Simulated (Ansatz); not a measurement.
`BB(N)O` + SiH₄ → `BB(N)[SiH3]` + H₂O at 298.15 K and 1 bar (formal exchange of groups at a B–O bond).

Isolated molecules relaxed with PBE0-D4/def2-TZVP in Ansatz; ΔE leaves out vibrations. CCSD(T)/CBS is the MP2 limit (def2-TZVPP, def2-QZVPP) plus CCSD(T) − MP2 in def2-TZVPP, frozen cores. This one scheme is used for every species. One conformer a species, not always the lowest.

```
      species  CCSD(T)/CBS energy (Eh)  H − E (kJ/mol)  S (J/(mol·K))
     `BB(N)O`               -182.53203           191.2          304.6
         SiH₄               -291.46306            92.1          204.8
`BB(N)[SiH3]`               -397.57337           221.0          340.6
          H₂O                -76.37941            66.4          188.7
```

H − E and S are ideal-gas, rigid-rotor, harmonic terms from PBE0-D4/def2-TZVP, for one conformer and one mirror image of each species. 1 Eh = 2625.50 kJ/mol, R = 8.31446 J/(mol·K).

**Question.** By hand: ΔE, ΔH, ΔS and ΔG.

**Answer.** ΔE = (-397.57337) + (-76.37941) − (-182.53203) − (-291.46306) = 0.04231 Eh = 111.1 kJ/mol. Δ(H − E) = 221.0 + 66.4 − 191.2 − 92.1 = 4.1, so ΔH = 115.2 kJ/mol. ΔS = 340.6 + 188.7 − 304.6 − 204.8 = 19.9 J/(mol·K). ΔG = 115.2 − 298.15 × (19.9)/1000 = 109.3 kJ/mol.

**Question.** By hand: the equilibrium constant, and the temperature at which ΔG would vanish if ΔH and ΔS stayed fixed.

**Answer.** log₁₀ K = −ΔG/(RT ln 10) = -19.1. ΔG = 0 at ΔH/ΔS = 5789 K, far beyond where these terms or the molecules hold.

ΔH outweighs TΔS. A doubt of 5 kJ/mol in ΔE shifts log₁₀ K by 0.9 here. Other conformers and mirror images would add mixing entropy, several J/(mol·K) or more a flexible species. Modes under 60 cm⁻¹, often nearly free rotors, make the harmonic entropy too high. These are equilibria of isolated gas molecules and say nothing of rates. Largest T1 diagnostic: 0.014 (customary marks: 0.02 for closed shells, 0.045 for open ones).
